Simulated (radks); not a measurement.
Question: The mean radii <r> (bohr) of the occupied orbitals of an atom or ion are listed with their occupations. All-electron calculation, scalar-relativistic Kohn-Sham, LDA (Slater exchange, Perdew-Wang correlation), spin-polarised, spherical densities, finite nucleus; Fermi nuclear charge, rms radius of each element as measured or else 0.836 A^(1/3) + 0.57 fm. Program: a radial shooting solver on a logarithmic mesh with Libxc functionals.

orbital  occ.      <r>
1s up       1  0.01745
1s down     1  0.01745
2s up       1  0.07367
2s down     1  0.07366
2p up       3  0.06626
2p down     3  0.06626
3s up       1   0.1906
3s down     1   0.1906
3p up       3   0.1914
3p down     3   0.1914
3d up       5   0.1733
3d down     5   0.1733
4s up       1   0.4236
4s down     1   0.4236
4p up       3   0.4508
4p down     3   0.4507
4d up       5   0.4786
4d down     5   0.4783
5s up       1   0.9691
5s down     1   0.9643
4f up       7   0.5342
4f down     7   0.5316
5p up       3    1.106
5p down     3    1.101
5d up       4    1.425

Name the element and its charge. Open shells, if any, are filled with parallel spins first.

Answer: Z = 77, iridium, charge +5: Ir5+ in [Xe] 4f14 5d4. The 1s radius gives Z: for a bare nucleus <r> = (2 gamma + 1)/(2Z) with gamma = sqrt(1 - (Z/c)^2), 0.01724 bohr for Z = 77, and screening makes it slightly larger (0.01745 here). The occupations add up to 72, and the charge is Z minus that.
